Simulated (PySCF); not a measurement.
# Correlation energy of S⁻ (sulfur, charge -1)

[Ne] 3s2 3p5, 2P determinant. Calculation: PySCF 2.14, in x2c-TZVPPall with one added diffuse shell each of s, p, d type (6s6p4d1f, 51 functions); scalar relativity by spin-free X2C-1e. Frozen: 1s2; 15 electrons correlated.

```tsv
level	correlation energy (mhartree)
CCSD	-332.75
(T)	-9.17
CCSD(T)	-341.92
```

Diagnostics: T1 = 0.0077, D1 = 0.0287, largest double amplitude 0.036.

**Question.** Is a single reference adequate?

**Answer.** Yes: T1 lies below 0.03 and no double amplitude reaches 0.07.

This basis was not built for core-valence correlation, so the inner-shell part is incomplete.
